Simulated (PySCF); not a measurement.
C₃H₅BO, SMILES C#CB(C)O. Coordinates come from a PBE0-D3(BJ)/def2-SVP optimisation. The structure was generated by enumeration, and PubChem lists no compound with its InChIKey, so it may never have been made. Other conformers were not sampled.

Level of theory: PBE0-D3(BJ)/def2-SVP in PySCF.

Harmonic wavenumbers (cm⁻¹): 84, 155, 217, 341, 475, 511, 677, 684, 712, 766, 849, 880, 992, 1220, 1323, 1387, 1429, 1452, 2186, 3054, 3137, 3176, 3476, 3892. Rotational constants (GHz): 8.721, 3.575, 2.576; symmetry number 1.

Question: Work out the zero-point energy and the ideal-gas rigid-rotor harmonic-oscillator thermochemistry at 298.15 K and 1 atm.

Answer: ZPE = ½ Σ hcν = ½ × 33077 cm⁻¹ = 47.29 kcal/mol. H − E(el) = 51.80 kcal/mol. Entropy in cal/(mol K): translation 38.56, rotation 25.80, vibration 12.66, total 77.02. G − E(el) = 28.83 kcal/mol. Cp = 23.11 cal/(mol K). Modes under 150 cm⁻¹ make the vibrational entropy uncertain.
